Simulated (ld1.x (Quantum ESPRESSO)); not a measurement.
# Before and after: TM potential for zirconium (Zr)

ld1.x (Quantum ESPRESSO) 7.5 input, shortened:

```
&input
   title='Zr', zed=40., rel=1, dft='PBE', iswitch=3,
   config='[Kr] 4d2 5s0 5p0'
 /
 &inputp
   pseudotype=2, tm=.true., lloc=-1, rcloc=1.30,
   nlcc=.true., new_core_ps=.true., rcore=1.45
 /
3
4S  1  0   2.00   0.00  1.55  1.55  0.0
4P  2  1   6.00   0.00  1.75  1.75  0.0
4D  3  2   2.00   0.00  1.55  1.55  0.0
 &test
   configts(1)='4s2 4p6 4d2 5s0 5p0'
 /
```

Change: wave 4p (bound): rc 1.75 bohr becomes 4p (bound): rc 1.98 bohr.

Cutoffs: the cutoffs (Ry, on a coarse ladder) from which the occupation-weighted sum of valence levels, in a spherical-Bessel basis at the reference potential, stays within 10 and 1 mRy of its value at 400 Ry; they do not see the model core or the augmentation charge, which bear on the density cutoff. Errors are all-electron minus pseudo energies relative to the spin-unpolarised reference configuration.

Question: Predict the effect on cutoff, ghosts and configuration errors.

Answer: The potential gets neither clearly harder nor softer (55 Ry and 90 Ry → 55 Ry and 80 Ry); of the 7 tests that both files solve, the error grows in 3 and shrinks in 0 by more than 15 % and 0.3 meV (median size 52.1 → 70.4 meV); neither file shows a bound ghost at the reference potential, the only one tested. More of the atom is replaced by a form fitted at one configuration, so other configurations suffer.

| quantity | base | changed |
| --- | --- | --- |
| cutoff, loose | 55 Ry | 55 Ry |
| cutoff, tight | 90 Ry | 80 Ry |
| bound ghosts | none | none |
| error for 4s2 4p6 4d2 5s2 5p0, meV [ΔE -20.08 eV] | +1066 | +1068 |
| error for 4s2 4p6 4d2 5s1 5p0, meV [ΔE -12.94 eV] | +742 | +743 |
| error for 4s2 4p6 4d1 5s0 5p0, meV [ΔE 22.63 eV] | +3.3 | +4.3 |
| error for 4s2 4p6 4d3 5s0 5p0, meV [ΔE -12.56 eV] | 0.0 | +0.2 |
| error for 4s2 4p6 4d0 5s0 5p0, meV [ΔE 56.84 eV] | +19 | +26 |
| error for 4s2 4p5 4d2 5s2 5p0, meV [ΔE 17.92 eV] | +2301 | +2305 |
| error for 4s2 4p6 4d2 5s0 5p1, meV [ΔE -9.22 eV] | +52 | +70 |

Base: These tests converged, but a pseudo level misses the all-electron one widely, so the file describes the atom poorly there or has found another state: 4s2 4p6 4d0 5s0 5p0: empty 5s by 3.5 eV (a node warning on the way). Changed file: These tests converged, but a pseudo level misses the all-electron one widely, so the file describes the atom poorly there or has found another state: 4s2 4p6 4d0 5s0 5p0: empty 5s by 3.4 eV.
